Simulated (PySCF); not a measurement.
# Telling isomers of C₈H₁₄FN apart by NMR

Computational details: NMR shieldings at PBE0/pcSseg-1/GIAO, structure optimised with GFN2-xTB, in PySCF 2.14 (gas phase, averaged over atoms made equivalent by symmetry, fast rotation or ring inversion, one conformer, relativity neglected).

Referencing at the same level of theory: TMS for $^{1}$H, $^{13}$C. Splittings of carbon signals by F and P are missing where no couplings were computed. Where no couplings were computed, multiplicities follow the n + 1 count of equivalent neighbours, and m marks all less simple cases (inequivalent or close neighbours, rings, F or P nearby). Shifts are as computed. Against solution values, carbons near 30 ppm lie about +3 ppm off and those near 130 ppm about +5 ppm. Of 1211 compounds with measured shifts, 218 miss one by over three times the rms of a fit or turn the order of signals round; such compounds aren't used in these exercises.

(1) Tabulate the signals of `CCC/C=C\N(C)/C=C\F`, `CCCC1=C(F)N(C)CC1`, `CC(C)C1=C(F)N(C)CC1` and their relative energies.

(2) What is the quickest way to tell CCCC1=C(F)N(C)CC1 from CC(C)C1=C(F)N(C)CC1?

(3) What is the quickest way to tell CCC/C=C\N(C)/C=C\F from CC(C)C1=C(F)N(C)CC1?

(4) What is the quickest way to tell CCC/C=C\N(C)/C=C\F from CCCC1=C(F)N(C)CC1?

Results:

(1) 
```tsv
SMILES	carbon types	δC	δH	E rel. (kcal/mol)
CCC/C=C\N(C)/C=C\F	4×CH 2×CH2 2×CH3	139.0, 136.3, 123.9, 110.1, 40.3, 34.7, 31.3, 17.3	6.20 (m, 1H), 5.74 (d, 1H), 5.08 (m, 1H), 4.37 (m, 1H), 3.38 (s, 3H), 2.11 (m, 2H), 1.40 (m, 2H), 1.05 (t, 3H)	24.5
CCCC1=C(F)N(C)CC1	2×C 4×CH2 2×CH3	164.8, 89.7, 52.4, 36.5, 32.0, 29.8, 27.9, 17.0	3.08 (m, 2H), 2.53 (s, 3H), 2.52 (m, 2H), 2.02 (t, 2H), 1.38 (m, 2H), 1.06 (t, 3H)	0.3
CC(C)C1=C(F)N(C)CC1	2×C 1×CH 2×CH2 3×CH3	163.9, 94.6, 52.9, 36.7, 28.3, 25.2, 23.8	3.08 (m, 2H), 2.72 (sept, 1H), 2.53 (s, 3H), 2.51 (m, 2H), 1.06 (d, 6H)	0.0
```

Energies are electronic energies at PBE0/pcSseg-1 on these geometries, without zero-point or thermal terms, each for the one conformer computed, which needn't be the lowest.

(2) Count the carbon signals: 8 against 7. The first has an allylic sp3 CH2 at 32.0 ppm, the second an allylic sp3 CH at 28.3 ppm. Their most deshielded carbons lie at 164.8 and 163.9 ppm.

(3) Count the carbon signals: 8 against 7. The first has an alkene carbon bearing nitrogen (CH) at 139.0 ppm, the second an alkene carbon bearing nitrogen (C) at 163.9 ppm. In the proton spectra the most deshielded non-exchanging signals are 6.20 (m, 1H) and 3.08 (m, 2H).

(4) Both give the same number of carbon signals, but DEPT or the intensities differ. The first has an alkene carbon bearing nitrogen (CH) at 139.0 ppm, the second an alkene carbon bearing nitrogen (C) at 164.8 ppm. In the proton spectra the most deshielded non-exchanging signals are 6.20 (m, 1H) and 3.08 (m, 2H).
